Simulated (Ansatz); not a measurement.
SbH2Me (CH5Sb), relaxed as a singlet with RKS PBE0-D4/def2-TZVP in Ansatz, starting from the GFN2-xTB geometry. Force threshold 0.02 eV/Å.

In the def2 sets Sb takes a core potential; there is no spin–orbit coupling.

Start:

```csv
atom,x (Å),y (Å),z (Å)
Sb1,1.3681,-0.1728,-0.3154
H2,1.3592,1.5228,-0.2440
H3,1.5158,-0.1998,1.3751
C4,-0.7857,-0.2718,-0.2135
H5,-1.2083,0.0276,-1.1657
H6,-1.1565,0.3838,0.5654
H7,-1.0926,-1.2897,-0.0019
```

**Question.** Estimate the energy that the relaxation releases and the steps that it takes.

**Answer.** 1.4 kJ/mol, in 5 steps; 3.4 s on 4 threads of Arm Neoverse V1 on a shared host. No frequencies were taken in this run, so the end may be a saddle point.

**Question.** Does the start keep its bonding and symmetry?

**Answer.** By distances, no bond broke or formed. The bond that changes most is Sb1–H2, from 1.70 to 1.71 Å (atoms count from 1). Point group Cs at the start, Cs at the end, both within 0.05 Å.

**Question.** Predict the relaxed structure.

**Answer.** 
```xyz
7

Sb    1.3539   -0.1557   -0.3030
H     1.3889    1.5546   -0.2632
H     1.5555   -0.2359    1.3942
C    -0.8031   -0.2694   -0.2107
H    -1.2096    0.0150   -1.1811
H    -1.1954    0.3902    0.5601
H    -1.0902   -1.2987    0.0037
```
Bond lengths: 1 × C–Sb 2.16 Å; 3 × C–H 1.09 Å; 2 × H–Sb 1.71 Å.
